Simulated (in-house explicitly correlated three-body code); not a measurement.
Computed with an exponentially correlated three-body code. Model: two electrons around a point charge, non-relativistic, variational in 260 exponentially correlated functions (energies converged to about 1e-7 hartree, or 1e-8 relative for large Z).

For two electrons in a singlet the Kohn-Sham orbital is the square root of half the density, so the exact Kohn-Sham potential and energy parts follow from the density alone, and exchange is minus half the Hartree energy. The Kohn-Sham level equals minus the binding energy of the second electron.

Command:
```bash
python run_hyl.py task.json out
```
Settings (lengths in bohr, energies in hartree):
```
Z                      0.995
interaction_strength   1
functions              260
states_tried           1
```

Run time, properties included: 7.6 s on 1 thread of Intel(R) Xeon(R) Platinum 8488C (Sapphire Rapids), on a shared host.

**Converged states only, values per electron or pair.**

Given: nuclear charge 0.995.

```json
{"term": "1 1S", "mean r (bohr)": "2.7453", "mean r squared (bohr²)": "12.293", "mean inverse r (1/bohr)": "0.67795", "mean r12 (bohr)": "4.4751", "mean inverse r12 (1/bohr)": "0.30723", "mean cosine": "-0.10507", "mean p1 dot p2 (bohr⁻²)": "0.032206", "delta r1 (bohr⁻³)": "0.16167", "delta r12 (bohr⁻³)": "0.0026353"}
```

**Exact Kohn-Sham parts of the ground state from its density.**

Computed: Kohn-Sham kinetic 0.49316 hartree; Hartree energy 0.75428 hartree; exchange energy -0.37714 hartree; kinetic part of the DFT correlation energy 0.027784 hartree; potential part of the DFT correlation energy -0.06991 hartree; exact minus restricted Hartree-Fock -0.039847 hartree; Kohn-Sham level -0.70566 eV; restricted Hartree-Fock level -1.2086 eV.

Q: What is the total energy?

A: -0.520944938 hartree.

Q: What is the DFT correlation energy?

A: -0.042126 hartree.

**Functionals on the exact density and self-consistent, errors are functional minus exact, hybrids only self-consistent, a dash where a self-consistent run leaves the top level unbound.**

```tsv
result	exchange error (millihartree)	correlation error (millihartree)	functional driven error (millihartree)	self consistent total error (millihartree)	top level plus exact binding (eV)
PBEsol	8.666	4.2914	12.957	-	-
PBE	-10.832	11.805	0.97327	-	-
M06-L	?	?	?	-	-
OLYP	-13.867	12.425	-1.4414	-	-
wB97X	-	-	-	-1.1157	-0.55888
RPBE	-18.322	11.805	-6.5173	-	-
```

Q: What belongs in the row M06-L?

A: exchange error (millihartree): -9.6912; correlation error (millihartree): 12.289; functional driven error (millihartree): 2.5977.

**Density and exact potentials over r, pair density (one pair, times 4 pi r12^2) and exact minus Kohn-Sham pair density over r12.**

| radius (bohr) | radial density (electrons/bohr) | exchange potential (hartree) | intracule density (1/bohr) | Coulomb hole against Kohn-Sham (1/bohr) | correlation potential (hartree) |
| --- | --- | --- | --- | --- | --- |
| 0.217 | 0.12478 | -0.66503 | 0.0018682 | -0.005604 | -0.07 |
| 0.262 | 0.16665 | -0.65989 | 0.0028037 | -0.007972 | -0.065 |
| 0.316 | 0.2184 | -0.65295 | 0.004209 | -0.01123 | -0.06 |
| 0.382 | 0.28116 | -0.64355 | 0.0063613 | -0.01571 | -0.053 |
| 0.461 | 0.35232 | -0.63126 | 0.0095834 | -0.0216 | -0.044 |
| 0.556 | ? | ? | ? | ? | ? |
| 0.67 | 0.50369 | -0.59554 | 0.021489 | -0.03807 | -0.02 |
| 0.808 | 0.56969 | -0.57091 | 0.031857 | -0.04813 | -0.005 |
| 0.975 | 0.6163 | -0.5413 | 0.046628 | -0.05798 | 0.012 |
| 1.18 | 0.63391 | -0.50629 | 0.067189 | -0.06538 | 0.029 |
| 1.42 | 0.61692 | -0.46813 | 0.092983 | -0.06695 | 0.043 |
| 1.71 | 0.567 | -0.42667 | 0.12383 | -0.05983 | 0.053 |
| 2.07 | 0.4894 | -0.38212 | 0.15743 | -0.04188 | 0.057 |
| 2.49 | 0.40127 | -0.3387 | 0.18572 | -0.01638 | 0.053 |
| 3.01 | 0.31016 | -0.29528 | 0.20206 | 0.01129 | 0.042 |
| 3.63 | 0.22856 | -0.25478 | 0.1981 | 0.03098 | 0.028 |
| 4.37 | ? | ? | ? | ? | ? |
| 5.28 | 0.1047 | -0.18408 | 0.13001 | 0.0292 | 0.007 |
| 6.36 | 0.063618 | -0.15486 | 0.084582 | 0.01606 | 0.003 |
| 7.68 | 0.034715 | -0.12926 | 0.04654 | 0.005051 | 0.001 |
| 9.26 | 0.016828 | -0.10766 | 0.02189 | -0.0002466 | 0 |
| 11.2 | 0.0069177 | -0.089188 | 0.0086195 | -0.001348 | 0 |
| 13.5 | 0.0024122 | -0.07405 | 0.0029008 | -0.0008762 | 0 |
| 16.3 | 0.00066945 | -0.061345 | 0.00078637 | -0.0003469 | 0 |

Q: What belongs in the row 0.556?

A: radial density (electrons/bohr): 0.42858; exchange potential (hartree): -0.61543; intracule density (1/bohr): 0.014396; Coulomb hole against Kohn-Sham (1/bohr): -0.02908; correlation potential (hartree): -0.033.

Q: What belongs in the row 4.37?

A: radial density (electrons/bohr): 0.16028; exchange potential (hartree): -0.21787; intracule density (1/bohr): 0.17238; Coulomb hole against Kohn-Sham (1/bohr): 0.03668; correlation potential (hartree): 0.016.

The correlation energy of density-functional theory lies 2.3 millihartree below exact minus Hartree-Fock, because the Hartree-Fock density, unlike the exact one, minimises the Hartree-Fock energy.
